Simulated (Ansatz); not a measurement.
`[CH3][Ti]([OH])([OH])[Cl]` + HCl → `[CH3][Ti]([OH])([Cl])[Cl]` + H₂O at 298.15 K and 1 bar (ligand exchange at a Ti–O bond).

Isolated molecules relaxed with PBE0-D4/def2-TZVP in Ansatz; ΔE leaves out vibrations. CBS: MP2 limit from def2 TZ/QZ plus the TZ coupled-cluster correction, frozen cores. This one scheme is used for every species. For Ti outer-core shells are correlated without core-valence functions, which leaves a few kJ/mol of doubt a bond. Scalar relativity is left out up to krypton. Each species was taken in one conformer, which may not be the lowest.

```
                    species  CCSD(T)/CBS energy (Eh)  H − E (kJ/mol)  S (J/(mol·K))
`[CH3][Ti]([OH])([OH])[Cl]`              -1500.28693           188.9          389.9
                        HCl               -460.38127            26.6          186.8
`[CH3][Ti]([OH])([Cl])[Cl]`              -1884.30053           157.4          393.6
                        H₂O                -76.37941            66.4          188.7
```

H − E and S are ideal-gas, rigid-rotor, harmonic terms from PBE0-D4/def2-TZVP, for one conformer and one mirror image of each species. 1 Eh = 2625.50 kJ/mol, R = 8.31446 J/(mol·K).

Q: By hand: ΔE, ΔH, ΔS and ΔG.

A: ΔE = (-1884.30053) + (-76.37941) − (-1500.28693) − (-460.38127) = -0.01174 Eh = -30.8 kJ/mol. Δ(H − E) = 157.4 + 66.4 − 188.9 − 26.6 = 8.3, so ΔH = -22.5 kJ/mol. ΔS = 393.6 + 188.7 − 389.9 − 186.8 = 5.6 J/(mol·K). ΔG = -22.5 − 298.15 × (5.6)/1000 = -24.2 kJ/mol.

Q: By hand: the equilibrium constant, and the temperature at which ΔG would vanish if ΔH and ΔS stayed fixed.

A: log₁₀ K = −ΔG/(RT ln 10) = 4.2. ΔH and −TΔS have one sign here, so there is no such temperature. One of them is within its doubt of zero, so this could turn.

The number of gas molecules stays the same, so ΔS is small and ΔH decides. A doubt of 5 kJ/mol in ΔE shifts log₁₀ K by 0.9 here. Other conformers and mirror images would add mixing entropy, several J/(mol·K) or more a flexible species. These are equilibria of isolated gas molecules and say nothing of rates. Largest T1 diagnostic: 0.022 (customary marks: 0.02 for closed shells, 0.045 for open ones).
